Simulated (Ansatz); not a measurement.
**Question.** Name a neutral molecule of Ge, Se, Si and H with LUMO energy (ωB97M-V/def2-TZVPP) between 1.30 and 1.60 eV and HOMO energy (ωB97M-V/def2-TZVPP) between -9.30 and -9.00 eV (Ansatz, PBE0-D4/def2-TZVP geometry).

**Answer.** `[SiH3][Se][GeH3]` (1.35 eV, -9.11 eV). Other molecules can fit too; these were computed, each in one conformer that needn't be the lowest.
